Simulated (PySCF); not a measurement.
Simulated C 1s region for `C#C[SiH](N)N`, binding energy against the vacuum level.

Every computed line was given a Gaussian of 0.8 eV full width at half maximum and an area set by the number of equivalent atoms; the highest printed point is 100. Theory: delta-SCF UKS SCAN, pcX-2 on the ionised atom, pcseg-1 elsewhere, spin-free X2C (PySCF).

binding energy (eV), intensity and a bar:
```
    288.8          0 
    288.9          0 
    289.0          1 
    289.1          2 #
    289.2          4 #
    289.3          8 ##
    289.4         15 ####
    289.5         24 #######
    289.6         37 ###########
    289.7         52 ################
    289.8         68 ####################
    289.9         83 #########################
    290.0         95 ############################
    290.1        100 ##############################
    290.2         99 ##############################
    290.3         91 ###########################
    290.4         77 #######################
    290.5         62 ##################
    290.6         46 ##############
    290.7         31 #########
    290.8         20 ######
    290.9         12 ###
    291.0          6 ##
    291.1          3 #
    291.2          1 
    291.3          1 
    291.4          0
```

Count the maxima, the lines and the sites behind this envelope.

The curve has 1 maximum (at 290.1 eV). Under it lie 2 lines from 2 inequivalent carbon sites. At this width some lines have no maximum of their own.

Decompose the envelope and assign each component. Numbering: `[CH:1]#[C:2][SiH:3]([NH2:4])[NH2:5]`.

```csv
position (eV),relative area,line,atoms,environment
289.98,1,C 1s,C2,alkyne carbon
290.28,1,C 1s,C1,terminal alkyne carbon
```

Above which line width would these two lines show one maximum?

Two equal Gaussians merge once their distance is under 2σ = FWHM/1.177. With 0.29 eV between them that is a full width over 0.34 eV.

Lowest listed C 1s: C2, bonded to C (triple bond) and Si. Highest, 0.30 eV above it: C1, bonded to C (triple bond) and H.

Shake-up satellites, vibrational structure and lifetime widths aren't simulated. The unrestricted hole states depart most from a pure doublet (⟨S²⟩ = 0.75; over 0.85 named) for C 1s of C1 (0.85) and C 1s of C2 (0.87), which makes these values less certain. One conformer (not necessarily the lowest) at the PBE0-D3(BJ)/def2-SVP geometry, without solvent, vibrations or thermal averaging.

On x86-64 server, one thread, no GPU, on a shared host, this took 33 s.

Conformer computed: `[CH:1]#[C:2][SiH:3]([NH2:4])[NH2:5]`: H–N4–Si3–C2 -59°, H–N4–Si3–C2 85°, H–N5–Si3–C2 -28°, H–N5–Si3–C2 -177°.
